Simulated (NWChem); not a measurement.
AlH, singlet; SMILES [AlH]

Program: NWChem. Low-valent species are run as closed-shell singlets; no triplet was tried in these runs. Structure relaxed at the PBE0/def2-SVP level. Ions are spin-unrestricted doublets at the neutral geometry; other ion states weren't tried.

Problem. What does the run give for PBE/def2-SVP? Quantities: vertical ionisation energy, ΔSCF (eV); −ε(HOMO) (eV).

Solution. 
```yaml
vertical ionisation energy, ΔSCF (eV): 8.12
"−ε(HOMO) (eV)": 4.85
```
